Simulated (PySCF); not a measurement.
# Electric field gradients and quadrupole coupling constants

C6H9F2N.
Cartesian coordinates in Å at the PBE0-D3(BJ)/def2-SVP level; atoms count from 1:
```xyz
18
C6H9F2N angstrom
F     -0.9906   -2.2363   -0.9848
C     -1.1282   -0.8966   -1.1502
F     -0.5176   -0.5818   -2.3181
C     -0.5017   -0.1596   -0.0091
C      0.9504   -0.4792    0.1903
C      2.0156    0.3114   -0.4604
N      1.7268    0.4756    0.9559
C     -0.9913    1.2316    0.2578
C     -1.3603    0.1221    1.1907
H     -2.2056   -0.6726   -1.2533
H      1.1483   -1.5474    0.3407
H      2.9301   -0.2091   -0.7641
H      1.7378    1.1579   -1.0967
H      2.4187    0.0045    1.5343
H     -0.2368    1.9425    0.6032
H     -1.7615    1.6393   -0.4028
H     -0.8550    0.0939    2.1593
H     -2.3901   -0.2469    1.1983
```

Field gradients from the PBE0/pcSseg-1 density (PySCF, non-relativistic), principal values in atomic units, ordered |Vxx| ≤ |Vyy| ≤ |Vzz|:

| atom | Vxx | Vyy | Vzz |
| --- | --- | --- | --- |
| N7 | 0.1675 | 0.6981 | -0.8656 |

Find the asymmetry η = (Vxx − Vyy)/Vzz and the couplings χ = eQV/h (234.96 MHz × Q in barn × V in au), with Q(14N) = 0.02044 b.

```
atom               environment  nucleus     η  χzz (MHz)  χxx (MHz)  χyy (MHz)
  N7  secondary amine nitrogen      14N  0.61     -4.157      0.804      3.353
```

What is Vzz at N7 in SI units (1 au = 9.71736 × 10²¹ V/m²)?

-0.8656 au = -8.412 × 10²¹ V/m².

And the gradient at the other heavy atoms, for which no coupling is worked out here?

```tsv
atom	environment	Vzz (au)	η
F1	fluorine of a CF2 group	2.889	0.08
C2	CHF2 carbon	-0.520	0.77
F3	fluorine of a CF2 group	2.903	0.10
C4	three-membered-ring carbon	0.180	0.98
C5	sp3 carbon bound to nitrogen	0.231	0.24
C6	sp3 carbon bound to nitrogen	0.246	0.17
C8	three-membered-ring carbon	0.182	0.17
C9	three-membered-ring carbon	0.180	0.07
```

Were the hydrogens deuterons (Q(2H) = 0.00286 b), χzz would run from 176 kHz (H10) to 261 kHz (H14).

Geometry: PBE0-D3(BJ)/def2-SVP, one conformer, isolated molecule. The small basis limits the accuracy of the gradients.

These values come from a run that also computed NMR shieldings. Hardware: an Arm Neoverse N1 with one thread (shared host). Cost: 64 s of wall time.
